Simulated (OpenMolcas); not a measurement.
# Mn: from CASSCF to CASPT2

```yaml
Program: OpenMolcas
Basis: ANO-R1 [5s3p3d1f]
Scalar_Hamiltonian: X2C, finite nucleus
Active_space: 7 electrons in 6 orbitals (3d 4s)
State_averaging: 2S+1 = 6 even, 6 roots; 2S+1 = 4 even, 43 roots kept (CI in the orbitals of an earlier block); 2S+1 = 2 even, 11 roots kept (CI in the orbitals of an earlier block, 0 in the spin-orbit step)
Spin-orbit_coupling: RASSI with atomic mean-field integrals over the reference wave functions, term energies averaged over their components
```

Methods on the same reference wave functions:
A. CASSCF
B. SS-CASPT2, IPEA 0.25 Eh, imaginary shift 0.1 Eh (closed shells correlated: 3s 3p)
C. MS-CASPT2, IPEA 0.25 Eh, imaginary shift 0.1 Eh (closed shells correlated: 3s 3p)

Energies in cm⁻¹ above 3d⁵ 4s² ⁶S_5/2, the measured ground level; measured values from NIST Handbook of Basic Atomic Spectroscopic Data.

| Level | A | B | C | Measured |
| --- | --- | --- | --- | --- |
| 3d⁵ 4s² ⁶S_5/2 | 0.0 | 0.0 | 0.0 | 0.0 |
| 3d⁶ 4s ⁶D_9/2 | 11699 | 25370 | 25370 | 17052 |
| 3d⁶ 4s ⁶D_7/2 | 11958 | 25630 | 25630 | 17282 |
| 3d⁶ 4s ⁶D_5/2 | 12153 | 25820 | 25820 | 17452 |
| 3d⁶ 4s ⁶D_3/2 | 12289 | 25950 | 25960 | 17568 |
| 3d⁶ 4s ⁶D_1/2 | 12369 | 26030 | 26040 | 17637 |

Deviations, from unrounded energies. A percentage is the sum of absolute deviations over the sum of measured energies, with the sign that they share, or ± where signs differ.

```csv
Against measurement,Levels,A,B,C
mean absolute deviation (cm-1),5,5300,8400,8400
other configurations (%),5,-30.5,+48.1,+48.1
```

A lies closest to measurement on these levels and C furthest from it. The largest miss of A in the table is 3d⁶ 4s ⁶D_9/2, by -5400 cm-1. The ranking rests on the paired levels alone, and a cruder setting can come out closer through cancelling errors.

Between B and C the level of the table that moves most is 3d⁶ 4s ⁶D_1/2, by 9.1 cm-1 (lowest in B, highest in C). Moves below CASPT2's spread within the term are not significant.

The lowest spin-free term lies below A's lowest term by 0.456 hartree in B, 0.456 hartree in C.

Over all roots computed the reference weight is 0.86 to 0.92 in B, 0.86 to 0.92 in C; the roots of lowest weight are the least certain, and an intruder state may touch them. Some high roots are left out of the spin-orbit mixing, which shifts the levels that they would mix with. A single d shell beside an s shell can misplace configurations of different d count against each other. Without dynamic correlation excited terms often stand tens of per cent too high (terms of higher spin than the ground term too low), and those without a measured partner can miss by more than the paired ones (holds for A). Measured partners are found by configuration, term and J. A level has none where our copy of the source lacks it or the pairing is in doubt (some pairs that miss far off the trend of their configuration count as doubtful), and it then counts in no deviation. Levels of configurations outside the active space are missing. The table leaves out levels that lie high or whose names do not pair safely across all columns.
